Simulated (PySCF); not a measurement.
## What builds the first ionisation energy along the 4p block

All values are computed (PySCF 2.14, energy differences of UHF-based or UKS calculations, no spin-orbit coupling). Each column adds one step, in eV (sums use unrounded values): valence MP2, valence CCSD, valence triples, then the next inner shell at CCSD(T) (Ga 3s 3p 3d, Ge 3s 3p 3d, As 3s 3p 3d, Se 3s 3p 3d, Kr 3s 3p 3d). References (NIST) marked * lie between the lowest fine-structure levels; the others compare directly ((s) semi-empirical, (t) theoretical).

```
                                                                                                                 element     UHF  + MP2  + CCSD  + (T)  + inner shell     sum  reference
    Ga [Ar] 3d10 4s2 4p1 → [Ar] 3d10 4s2 (x2c-TZVPPall with one added diffuse shell each of s, p, d type, spin-free X2C)   5.519  0.205   0.059  0.023          0.064   5.870      5.931
Ge [Ar] 3d10 4s2 4p2 → [Ar] 3d10 4s2 4p1 (x2c-TZVPPall with one added diffuse shell each of s, p, d type, spin-free X2C)   7.404  0.344   0.029  0.027          0.052   7.856      7.925
As [Ar] 3d10 4s2 4p3 → [Ar] 3d10 4s2 4p2 (x2c-TZVPPall with one added diffuse shell each of s, p, d type, spin-free X2C)   9.417  0.474  -0.030  0.032          0.043   9.935     10.008
Se [Ar] 3d10 4s2 4p4 → [Ar] 3d10 4s2 4p3 (x2c-TZVPPall with one added diffuse shell each of s, p, d type, spin-free X2C)   8.542  0.677   0.112  0.030          0.029   9.390      9.635
             Kr [Kr] → [Ar] 3d10 4s2 4p5 (x2c-TZVPPall with one added diffuse shell each of s, p, d type, spin-free X2C)  13.055  0.947  -0.120  0.042          0.018  13.943     14.222
```

What remains against the references is mostly basis incompleteness.

These are valence bases, so the inner-shell step is incomplete.
